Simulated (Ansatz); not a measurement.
Mulliken charges of C2H5BSe (`B[Se]C=C`) from ωB97M-V/def2-TZVPP in Ansatz (PBE0-D4/def2-TZVP geometry).

```csv
atom,x (Å),y (Å),z (Å),charge (e)
B1,0.189,2.069,-0.728,-0.261
Se2,-0.125,0.289,-1.276,0.124
C3,-0.021,-0.640,0.379,-0.145
C4,-0.188,-1.949,0.478,-0.207
H5,0.381,2.315,0.422,0.079
H6,0.181,2.896,-1.585,0.085
H7,0.186,-0.009,1.236,0.111
H8,-0.120,-2.441,1.442,0.111
H9,-0.395,-2.575,-0.383,0.103
```

**Question.** By hand: the dipole of these point charges (1 e Å = 4.8032 D).

**Answer.** Σ q r = (-0.011, -0.116, 0.034) e Å, of length 0.121 e Å = 0.58 D.

**Question.** How does the dipole of the full density compare? (Estimate.)

**Answer.** Ansatz gave: (0.002, -0.166, 0.173) e Å, 1.15 D; the point charges give 0.50 times that, at 30° from its direction.

Point charges leave out the atoms' own dipoles, such as those of lone pairs, and Mulliken's split depends on the basis, so the two needn't agree.
